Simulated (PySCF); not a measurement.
# IH₄⁺: fields on a plane

These are results of PBE0 in PySCF with I def2-TZVP with ECP28, H def2-TZVP; scalar-relativistic core potentials, no spin–orbit coupling; density-fitted integrals, not measurements.

The singlet minimum has I–H 1.695 Å (×4); H–I–H 84.2° (×4), H–I–H 142.8° (×2).

The plane holds I1 at (0.00, 0.00), H2 at (1.70, 0.00), H3 at (-1.35, 1.03) Å. Columns run from x = -3.45 to 4.05 Å, rows from y = 3.45 (top) to -1.95 Å, in steps of 0.3 Å. Other isomers or separated fragments may lie lower. Core electrons replaced by a potential are absent, the electrostatic potential uses the reduced nuclear charge, and values within about 0.7 Å of such atoms have no physical meaning.

Question: Give the electrostatic potential (V) (cut at 20 V). Lower edges of the bins (V): '0' 2.73, '1' 2.83, '2' 2.99, '3' 3.25, '4' 3.66, '5' 4.30, '6' 5.32, '7' 6.94, '8' 9.50, '9' 13.56; top 20.0.

Answer: 
```
22333444444444444433322110
23344444555555544444332210
33444555555555555544433221
34445555666666555554443322
34455566666666666555444332
44556677777777666655544433
44556788877777776665554433
45567899988898877666555443
45567899999999987776655443
45567899999999998877665443
45566789999999999997765543
45566778999999999998765544
45566778999999999998765544
45556678999999999997665543
44556678999999998877655443
44556667889999987766655443
44555666778888877666554443
34455566677777776665554433
34445556666666666655544332
```

Question: Give the electron density (e/Å³) (cut at 5 e/Å³). Lower edges of the bins (e/Å³): '0' 0.000, '1' 0.030, '2' 0.076, '3' 0.151, '4' 0.268, '5' 0.455, '6' 0.750, '7' 1.218, '8' 1.960, '9' 3.136; top 5.00.

Answer: 
```
00000000000000000000000000
00000000000000000000000000
00000000000000000000000000
00000000000000000000000000
00000000000000000000000000
00000011111000000000000000
00000123322111100000000000
00001245543332211000000000
00001358655554322110000000
00001356666776543321000000
00001245669999655542100000
00000124579999766753100000
00000123579999766753100000
00000013469999655542100000
00000012356776543321000000
00000001245554322110000000
00000000123333211000000000
00000000011111100000000000
00000000000000000000000000
```
